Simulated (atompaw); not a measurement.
# u(r) = r·R(r): atom against pseudo-atom (Hg (Z = 80))

Columns: radius, all-electron u(r) and pseudo u(r) of the 6s shell (level -6.87 eV) of mercury in the configuration [Xe] 4f14 5d10 6s2 6p0; PBEsol, scalar-relativistic, PAW (atompaw) scheme, atompaw 4.2.0.5.

| r (bohr) | all-electron | pseudo |
| --- | --- | --- |
| 0.104 | -0.1035 | 0.0654 |
| 0.208 | 0.0218 | 0.1300 |
| 0.312 | 0.2096 | 0.1934 |
| 0.415 | 0.0856 | 0.2543 |
| 0.519 | -0.1317 | 0.3134 |
| 0.623 | -0.2818 | 0.3694 |
| 0.727 | -0.3252 | 0.4220 |
| 0.831 | -0.2801 | 0.4707 |
| 0.935 | -0.1787 | 0.5152 |
| 1.038 | -0.0515 | 0.5549 |
| 1.142 | 0.0834 | 0.5905 |
| 1.246 | 0.2116 | 0.6213 |
| 1.350 | 0.3260 | 0.6475 |
| 1.454 | 0.4234 | 0.6689 |
| 1.558 | 0.5034 | 0.6859 |
| 1.662 | 0.5665 | 0.6984 |
| 1.765 | 0.6142 | 0.7067 |
| 1.869 | 0.6488 | 0.7112 |
| 1.973 | 0.6719 | 0.7120 |
| 2.077 | 0.6851 | 0.7093 |
| 2.181 | 0.6900 | 0.7035 |
| 2.285 | 0.6882 | 0.6948 |
| 2.388 | 0.6808 | 0.6836 |
| 2.492 | 0.6689 | 0.6697 |
| 2.596 | 0.6535 | 0.6536 |
| 2.700 | 0.6352 | 0.6352 |

**Question.** How many radial nodes do the two functions have?

**Answer.** The all-electron 6s function has n − l − 1 = 5 (the table is too coarse to show those close to the nucleus); the pseudo-wave has 0, since the states of the same l below it are removed with the core.

**Question.** Is the pseudo-wave norm-conserving?

**Answer.** No, it belongs to a PAW set: the norm inside the radius is not constrained, and the difference is carried by the augmentation charge.
